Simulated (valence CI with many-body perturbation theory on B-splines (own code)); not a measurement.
# E1 line list for Gd⁵¹⁺

Calculated by configuration interaction combined with many-body perturbation theory (CI+MBPT): three valence electrons over a frozen Dirac-Fock core [Ne], a basis of 11 s, 11 p, 10 d, 8 f, 5 g, 2 h functions for each j, with the one-electron correlation potential Σ1, the two-electron term Σ2, the three-electron term Σ3, Breit, model QED; selected CI, second order for the rest, scaled by the run's own slope (own B-spline code, finite nucleus).

The last digits are not significant, and no measured levels were compared; by estimate large intervals hold to a few tenths of a per cent, small ones and those within an open d or f shell to about a per cent.

Lines 1 to 50 of 584 in falling wavelength, among levels below 18526 × 10³ cm⁻¹, chosen from the strongest by gf and those to the six lowest levels. Wavelengths and rates use the calculated energies. Electric multipoles are in the length gauge with retardation, E1 and E2 with the static RPA response of the core. Weak lines are less certain than strong ones. Lines between different terms over intervals too small for the method are left out, as are lines whose strength nearly cancels. The highest levels of a list are the least certain.

Levels are named by their leading jj configuration (3d3/2^4 stands for four electrons in 3d with j = 3/2), which in mixed levels can hold well under half, so a name can repeat and another be missing. Letters in brackets count levels of one name in rising energy.

```csv
λ vac (Å),Upper,Lower,A (s⁻¹),S (a.u.) with core polarisation,S without
246.6,(3s^2 3p3/2) J=3/2,(3s 3p1/2^2) J=1/2,9.79e+06,2.90e-04,2.95e-04
223.6,(3s 3p1/2 4p1/2) J=1/2 [a],(3s 3p1/2 4s) J=1/2 [a],7.90e+09,8.71e-02,8.74e-02
211.8,(3s 3p1/2 4p1/2) J=3/2,(3s 3p1/2 4s) J=3/2,4.93e+09,9.24e-02,9.28e-02
206.9,(3s^2 4p1/2) J=1/2,(3s^2 4s) J=1/2,1.05e+10,9.22e-02,9.24e-02
171.9,(3s 3p1/2 4p1/2) J=1/2 [b],(3s 3p1/2 4s) J=3/2,1.20e+10,6.03e-02,6.05e-02
114.0,(3s 3p1/2 3p3/2) J=3/2 [a],(3s^2 3p3/2) J=3/2,1.32e+09,3.88e-03,3.95e-03
110.3,(3p1/2 3p3/2 3d5/2) J=7/2 [b],(3s 3p3/2 3d5/2) J=5/2 [b],8.30e+09,4.39e-02,4.47e-02
107.8,(3p1/2 3p3/2 3d5/2) J=9/2,(3s 3p3/2 3d5/2) J=7/2 [b],6.70e+09,4.14e-02,4.22e-02
106.5,(3p1/2 3d3/2^2) J=5/2,(3s 3d3/2^2) J=3/2,1.03e+10,3.68e-02,3.74e-02
105.6,(3p1/2 3d3/2 3d5/2) J=9/2,(3s 3d3/2 3d5/2) J=7/2 [b],1.72e+10,9.99e-02,1.02e-01
103.5,(3p1/2 3d3/2 3d5/2) J=7/2 [a],(3s 3d3/2 3d5/2) J=5/2 [a],7.55e+09,3.31e-02,3.36e-02
100.5,(3s 3p1/2 3p3/2) J=5/2,(3s^2 3p3/2) J=3/2,8.79e+09,2.64e-02,2.69e-02
100.5,(3s 3p1/2 3d5/2) J=7/2,(3s^2 3d5/2) J=5/2,1.45e+10,5.80e-02,5.90e-02
99.27,(3p1/2 3d3/2 3d5/2) J=7/2 [a],(3s 3d3/2 3d5/2) J=7/2 [a],9.10e+09,3.52e-02,3.58e-02
98.94,(3p1/2 3d5/2^2) J=9/2,(3s 3d5/2^2) J=7/2,2.65e+10,1.26e-01,1.29e-01
98.56,(3p1/2 3d3/2 3d5/2) J=9/2,(3s 3d3/2 3d5/2) J=9/2,9.29e+09,4.39e-02,4.47e-02
98.42,(3p1/2 3d5/2^2) J=5/2,(3s 3d5/2^2) J=3/2,2.01e+10,5.69e-02,5.79e-02
95.43,(3p1/2 3p3/2 3d5/2) J=9/2,(3s 3p3/2 3d5/2) J=7/2 [a],1.10e+10,4.71e-02,4.79e-02
93.84,(3p1/2^2 3p3/2) J=3/2,(3s 3p1/2 3p3/2) J=3/2 [b],6.68e+09,1.09e-02,1.11e-02
93.53,(3s 3p1/2 3d5/2) J=5/2 [b],(3s^2 3d5/2) J=5/2,1.14e+10,2.77e-02,2.82e-02
93.45,(3s 3p1/2^2) J=1/2,(3s^2 3p1/2) J=1/2,2.32e+10,1.87e-02,1.90e-02
92.58,(3p1/2 3p3/2 3d5/2) J=5/2 [a],(3s 3p3/2 3d5/2) J=3/2 [a],1.66e+10,3.90e-02,3.97e-02
92.05,(3p1/2 3d3/2 3d5/2) J=5/2 [b],(3s 3d3/2 3d5/2) J=5/2 [b],1.39e+10,3.20e-02,3.26e-02
91.91,(3p1/2 3d5/2^2) J=1/2,(3s 3d5/2^2) J=1/2,4.49e+10,3.44e-02,3.50e-02
91.72,(3p1/2 3p3/2 3d3/2) J=7/2,(3s 3p3/2 3d3/2) J=7/2,1.30e+10,3.96e-02,4.03e-02
90.91,(3p1/2 3d5/2^2) J=3/2,(3s 3d5/2^2) J=5/2,3.16e+10,4.68e-02,4.77e-02
90.88,(3p1/2 3p3/2 3d5/2) J=3/2 [b],(3s 3p3/2 3d5/2) J=1/2,1.84e+10,2.73e-02,2.78e-02
90.14,(3p1/2 3d5/2^2) J=5/2,(3s 3d5/2^2) J=5/2,2.39e+10,5.17e-02,5.26e-02
90.14,(3p1/2^2 3d5/2) J=5/2,(3s 3p1/2 3d5/2) J=3/2,2.50e+10,5.43e-02,5.52e-02
89.55,(3s^2 4p3/2) J=3/2,(3s^2 4s) J=1/2,1.45e+11,2.06e-01,2.07e-01
89.38,(3p1/2 3d3/2 3d5/2) J=7/2 [b],(3s 3d3/2 3d5/2) J=7/2 [b],1.09e+10,3.08e-02,3.14e-02
89.09,(3p1/2 3d5/2^2) J=7/2,(3s 3d5/2^2) J=9/2,3.08e+10,8.60e-02,8.75e-02
88.40,(3p1/2 3d3/2^2) J=3/2,(3s 3d3/2^2) J=5/2,2.68e+10,3.65e-02,3.71e-02
87.88,(3p1/2 3p3/2 3d5/2) J=3/2 [a],(3s 3p3/2 3d5/2) J=5/2 [a],2.25e+10,3.01e-02,3.07e-02
87.74,(3p1/2 3d5/2^2) J=9/2,(3s 3d5/2^2) J=9/2,2.09e+10,6.95e-02,7.07e-02
87.37,(3s 3p1/2 3p3/2) J=3/2 [b],(3s^2 3p3/2) J=3/2,1.52e+10,2.01e-02,2.04e-02
87.27,(3p1/2^2 3d5/2) J=5/2,(3s 3p1/2 3d5/2) J=5/2 [b],2.73e+10,5.37e-02,5.46e-02
86.12,(3p1/2 3p3/2 3d5/2) J=5/2 [a],(3s 3p3/2 3d5/2) J=5/2 [a],1.92e+10,3.63e-02,3.70e-02
84.98,(3s 3p1/2 3d3/2) J=3/2 [a],(3s 3p1/2 3p3/2) J=3/2 [b],1.38e+10,1.68e-02,1.71e-02
84.58,(3p1/2 3p3/2 3d5/2) J=7/2 [b],(3s 3p3/2 3d5/2) J=7/2 [a],1.47e+10,3.52e-02,3.58e-02
84.29,(3p1/2 3d3/2 3d5/2) J=7/2 [b],(3s 3d3/2 3d5/2) J=9/2,3.67e+10,8.67e-02,8.82e-02
83.69,(3p1/2 3p3/2^2) J=5/2,(3s 3p3/2^2) J=5/2,1.91e+10,3.32e-02,3.38e-02
82.69,(3p1/2 3p3/2 3d5/2) J=5/2 [b],(3s 3p3/2 3d5/2) J=7/2 [a],2.25e+10,3.76e-02,3.83e-02
82.47,(3s 3p1/2 3p3/2) J=1/2,(3s^2 3p3/2) J=3/2,2.15e+10,1.19e-02,1.21e-02
82.28,(3p1/2^2 3p3/2) J=3/2,(3s 3p1/2 3p3/2) J=5/2,4.01e+10,4.41e-02,4.49e-02
82.03,(3p1/2 3p3/2 3d5/2) J=7/2 [a],(3s 3p3/2 3d5/2) J=9/2,3.91e+10,8.51e-02,8.66e-02
81.98,(3p1/2^2 3d5/2) J=5/2,(3s 3p1/2 3d5/2) J=7/2,5.13e+10,8.37e-02,8.52e-02
81.94,(3p1/2^2 3d3/2) J=3/2,(3s 3p1/2 3d3/2) J=5/2,5.60e+10,6.08e-02,6.19e-02
81.52,(3p1/2 3p3/2^2) J=3/2,(3s 3p3/2^2) J=5/2,3.58e+10,3.83e-02,3.90e-02
79.47,(3p1/2 3d3/2 3d5/2) J=5/2 [b],(3s 3d3/2 3d5/2) J=7/2 [a],2.28e+10,3.39e-02,3.45e-02
```
